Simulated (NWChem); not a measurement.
System: Si2H5SCl; SMILES [SiH3]S[SiH2]Cl

The following NWChem deck was run.

```
start job
memory heap 200 mb stack 900 mb global 1100 mb
geometry units angstroms noautosym nocenter noautoz
  Si    -0.893832     1.838994     0.095329
  S      0.976992     0.997979    -0.632399
  Si     0.887778    -0.878854     0.406237
  Cl    -0.880578    -1.902983    -0.012702
  H     -2.061066     1.359387    -0.715680
  H     -1.090947     1.467103     1.538860
  H     -0.751431     3.325670    -0.046088
  H      0.927039    -0.684859     1.892271
  H      2.053481    -1.682464    -0.080116
end
basis spherical
  * library 6-31g*
end
dft
  xc b3lyp
  iterations 150
end
property
  efieldgrad
end
task dft property
```

NWChem printed, in part:

```
             Northwest Computational Chemistry Package (NWChem) 7.3.0
             --------------------------------------------------------

                             Geometry "geometry" -> ""
                             -------------------------

 Output coordinates in angstroms (scale by  1.889725989 to convert to a.u.)

  No.       Tag          Charge          X              Y              Z
 ---- ---------------- ---------- -------------- -------------- --------------
    1 Si                  14.0000    -0.89383200     1.83899400     0.09532900
    2 S                   16.0000     0.97699200     0.99797900    -0.63239900
    3 Si                  14.0000     0.88777800    -0.87885400     0.40623700
    4 Cl                  17.0000    -0.88057800    -1.90298300    -0.01270200
    5 H                    1.0000    -2.06106600     1.35938700    -0.71568000
    6 H                    1.0000    -1.09094700     1.46710300     1.53886000
    7 H                    1.0000    -0.75143100     3.32567000    -0.04608800
    8 H                    1.0000     0.92703900    -0.68485900     1.89227100
    9 H                    1.0000     2.05348100    -1.68246400    -0.08011600

 Effective nuclear repulsion energy (a.u.)     339.2782905501

                              NWChem Property Module
                              ----------------------

  itol2e modified to match energy
  convergence criterion.

                                 NWChem DFT Module
                                 -----------------

 Summary of "ao basis" -> "ao basis" (spherical)
 ------------------------------------------------------------------------------
       Tag                 Description            Shells   Functions and Types
 ---------------- ------------------------------  ------  ---------------------
 Si                          6-31g*                  8       18   4s3p1d
 S                           6-31g*                  8       18   4s3p1d
 Cl                          6-31g*                  8       18   4s3p1d
 H                           6-31g*                  2        2   2s

  itol2e modified to match energy
  convergence criterion.

            General Information
            -------------------
          SCF calculation type: DFT
          Wavefunction type:  closed shell.
          No. of atoms     :     9
          No. of electrons :    66
           Alpha electrons :    33
            Beta electrons :    33
          Charge           :     0
          Spin multiplicity:     1
          Use of symmetry is: off; symmetry adaption is: off
          Maximum number of iterations: 150
          AO basis - number of functions:    82
                     number of shells:    42
          Convergence on energy requested:  1.00D-07
          Convergence on density requested:  1.00D-05
          Convergence on gradient requested:  5.00D-04

              XC Information
              --------------
                         B3LYP Method XC Potential
                     Hartree-Fock (Exact) Exchange  0.200
                        Slater Exchange Functional  0.800 local
                    Becke 1988 Exchange Functional  0.720 non-local
              Lee-Yang-Parr Correlation Functional  0.810
                  VWN I RPA Correlation Functional  0.190 local

             Grid Information
             ----------------
          Grid used for XC integration:  fine
          Radial quadrature: Mura-Knowles
          Angular quadrature: Lebedev.
          Tag              B.-S. Rad. Rad. Pts. Rad. Cut. Ang. Pts.
          ---              ---------- --------- --------- ---------
          Si                  1.10      123          11.0       770
          S                   1.00      123          10.0       770
          Cl                  1.00      123          12.0       770
          H                   0.35       60          13.0       590
          Grid pruning is: on
          Number of quadrature shells:   792
          Spatial weights used:  Erf1

      Superposition of Atomic Density Guess
      -------------------------------------

 Sum of atomic energies:       -1437.03204141

      Non-variational initial energy
      ------------------------------

 Total energy =   -1438.102364
 1-e energy   =   -2664.882240
 2-e energy   =     887.501586
 HOMO         =      -0.317260
 LUMO         =       0.041445

   convergence    iter        energy       DeltaE   RMS-Dens  Diis-err
 ---------------- ----- ----------------- --------- --------- ---------
 d= 0,ls=0.0,diis     1  -1440.4006316706 -1.78D+03  1.40D-02  4.29D-01
 d= 0,ls=0.0,diis     2  -1440.4108319369 -1.02D-02  8.32D-03  2.96D-01
 d= 0,ls=0.0,diis     3  -1440.4590281807 -4.82D-02  2.00D-03  2.05D-02
 d= 0,ls=0.0,diis     4  -1440.4622964180 -3.27D-03  4.84D-04  9.95D-04
 d= 0,ls=0.0,diis     5  -1440.4624707804 -1.74D-04  9.17D-05  2.84D-05
  Resetting Diis
 d= 0,ls=0.0,diis     6  -1440.4624755887 -4.81D-06  2.92D-05  3.38D-06
 d= 0,ls=0.0,diis     7  -1440.4624761309 -5.42D-07  1.39D-05  2.20D-07
 d= 0,ls=0.0,diis     8  -1440.4624761148  1.61D-08  7.63D-06  3.20D-07

         Total DFT energy =    -1440.462476114777
      One electron energy =    -2667.239659868182
           Coulomb energy =      985.272368823220
    Exchange-Corr. energy =      -97.773475619869
 Nuclear repulsion energy =      339.278290550053

 Numeric. integr. density =       66.000003766560

                       DFT Final Molecular Orbital Analysis
                       ------------------------------------

 Vector   31  Occ=2.000000D+00  E=-3.250904D-01
              MO Center= -2.6D-01, -1.5D+00,  3.1D-02, r^2= 3.3D+00
   Bfn.  Coefficient  Atom+Function         Bfn.  Coefficient  Atom+Function
  ----- ------------  ---------------      ----- ------------  ---------------
    62      0.428230  4 Cl py                61     -0.327207  4 Cl px
    63      0.313725  4 Cl pz                66      0.239456  4 Cl py
    82      0.219440  9 H  s                 65     -0.178434  4 Cl px
    67      0.176621  4 Cl pz                58     -0.167267  4 Cl py
    81      0.156153  9 H  s                 26      0.130292  2 S  py

[...]

          -----------------------
          Electric field gradient
          -----------------------

 1 a.u. = 0.324123 10**(16) esu/cm**3  ( or statvolts/cm**2 ) = 0.97174 10**(22) v/m**2

 ------------------------------------------------------------
   Atom      X         Y         Z
 ------------------------------------------------------------
    1 Si  -1.68910   3.47519   0.18015
 ------------------------------------------------------------

 Electric field gradient in molecular frame (a.u.)
         XX             YY             ZZ             XY             XZ             YZ
 ------------------------------------------------------------------------------------------
       -0.236935       0.103057       0.133878       0.264844       0.223015      -0.108967

 Principal components (a.u.) and orientation
 of principal axis w.r.t. absolute frame                      Asymmetry parameter eta
 --------------------------------------------------------------------------------------
       -0.481572       0.253403       0.228170                       0.052396

        0.816702       0.573338       0.065431
       -0.439643       0.691651      -0.573004
       -0.373781       0.439207       0.816937

 ------------------------------------------------------------
   Atom      X         Y         Z
 ------------------------------------------------------------
    2 S    1.84625   1.88591  -1.19506
 ------------------------------------------------------------

 Electric field gradient in molecular frame (a.u.)
         XX             YY             ZZ             XY             XZ             YZ
 ------------------------------------------------------------------------------------------
       -0.198255      -0.696821       0.895076       0.726276       0.670143       0.709793

 Principal components (a.u.) and orientation
 of principal axis w.r.t. absolute frame                      Asymmetry parameter eta
 --------------------------------------------------------------------------------------
        1.615801      -1.238341      -0.377460                       0.532789

        0.452129      -0.514922       0.728310
        0.388428       0.848708       0.358912
        0.802934      -0.120622      -0.583736

 ------------------------------------------------------------
   Atom      X         Y         Z
 ------------------------------------------------------------
    3 Si   1.67766  -1.66079   0.76768
 ------------------------------------------------------------

 Electric field gradient in molecular frame (a.u.)
         XX             YY             ZZ             XY             XZ             YZ
 ------------------------------------------------------------------------------------------
       -0.169931      -0.155950       0.325881      -0.362367      -0.219413       0.140845

 Principal components (a.u.) and orientation
 of principal axis w.r.t. absolute frame                      Asymmetry parameter eta
 --------------------------------------------------------------------------------------
       -0.529762       0.526608       0.003154                       0.988094

        0.730016      -0.460322      -0.505154
        0.679260       0.407166       0.610592
        0.075387       0.788872      -0.609916

 ------------------------------------------------------------
   Atom      X         Y         Z
 ------------------------------------------------------------
    4 Cl  -1.66405  -3.59612  -0.02400
 ------------------------------------------------------------

 Electric field gradient in molecular frame (a.u.)
         XX             YY             ZZ             XY             XZ             YZ
 ------------------------------------------------------------------------------------------
       -1.208410       0.196555       1.011855      -1.293259      -0.541387      -0.276144

 Principal components (a.u.) and orientation
 of principal axis w.r.t. absolute frame                      Asymmetry parameter eta
 --------------------------------------------------------------------------------------
       -2.096025       1.138857       0.957168                       0.086683

        0.844795      -0.271797      -0.460920
        0.499627       0.092306       0.861308
        0.191555       0.957918      -0.213777

 ------------------------------------------------------------
   Atom      X         Y         Z
 ------------------------------------------------------------
    5 H   -3.89485   2.56887  -1.35244
 ------------------------------------------------------------

 Electric field gradient in molecular frame (a.u.)
         XX             YY             ZZ             XY             XZ             YZ
 ------------------------------------------------------------------------------------------
       -0.057315       0.049045       0.008269      -0.051316      -0.087803      -0.037406

 Principal components (a.u.) and orientation
 of principal axis w.r.t. absolute frame                      Asymmetry parameter eta
 --------------------------------------------------------------------------------------
       -0.139614       0.071328       0.068286                       0.021785

        0.777351       0.095494      -0.621777
        0.318948       0.792117       0.520407
        0.542216      -0.602853       0.585295

 ------------------------------------------------------------
   Atom      X         Y         Z
 ------------------------------------------------------------
    6 H   -2.06159   2.77242   2.90802
 ------------------------------------------------------------

 Electric field gradient in molecular frame (a.u.)
         XX             YY             ZZ             XY             XZ             YZ
 ------------------------------------------------------------------------------------------
        0.065086       0.055831      -0.120918      -0.003138       0.025958       0.049532

 Principal components (a.u.) and orientation
 of principal axis w.r.t. absolute frame                      Asymmetry parameter eta
 --------------------------------------------------------------------------------------
       -0.137172       0.072085       0.065087                       0.051013

       -0.127097       0.683234       0.719054
       -0.248507       0.679878      -0.689935
        0.960255       0.266379      -0.083378

 ------------------------------------------------------------
   Atom      X         Y         Z
 ------------------------------------------------------------
    7 H   -1.42000   6.28461  -0.08709
 ------------------------------------------------------------

 Electric field gradient in molecular frame (a.u.)
         XX             YY             ZZ             XY             XZ             YZ
 ------------------------------------------------------------------------------------------
        0.067468      -0.136679       0.069210      -0.019513       0.003597       0.019485

 Principal components (a.u.) and orientation
 of principal axis w.r.t. absolute frame                      Asymmetry parameter eta
 --------------------------------------------------------------------------------------
       -0.140386       0.072137       0.068249                       0.027700

        0.094663       0.529270       0.843156
        0.991084       0.029666      -0.129893
       -0.093762       0.847934      -0.521743

 ------------------------------------------------------------
   Atom      X         Y         Z
 ------------------------------------------------------------
    8 H    1.75185  -1.29420   3.57587
 ------------------------------------------------------------

 Electric field gradient in molecular frame (a.u.)
         XX             YY             ZZ             XY             XZ             YZ
 ------------------------------------------------------------------------------------------
        0.068606       0.065415      -0.134021      -0.000894      -0.005298      -0.027295

 Principal components (a.u.) and orientation
 of principal axis w.r.t. absolute frame                      Asymmetry parameter eta
 --------------------------------------------------------------------------------------
       -0.137829       0.069162       0.068667                       0.003590

        0.026005      -0.398233       0.916915
        0.133169       0.910431       0.391640
        0.990752      -0.111920      -0.076708

 ------------------------------------------------------------
   Atom      X         Y         Z
 ------------------------------------------------------------
    9 H    3.88052  -3.17940  -0.15140
 ------------------------------------------------------------

 Electric field gradient in molecular frame (a.u.)
         XX             YY             ZZ             XY             XZ             YZ
 ------------------------------------------------------------------------------------------
       -0.057025       0.008160       0.048865       0.086692       0.053007      -0.036489

 Principal components (a.u.) and orientation
 of principal axis w.r.t. absolute frame                      Asymmetry parameter eta
 --------------------------------------------------------------------------------------
       -0.139082       0.070908       0.068174                       0.019662

        0.777989       0.300323       0.551850
       -0.538331      -0.134224       0.831976
       -0.323933       0.944346      -0.057248
```

Level: B3LYP/6-31G* (spherical d). All runs use the structure optimised with PBE-D3(BJ)/def2-SVP. B3LYP is NWChem's, with the RPA form of VWN correlation. NWChem prints the field gradient with the sign opposite to the second derivative of the potential.
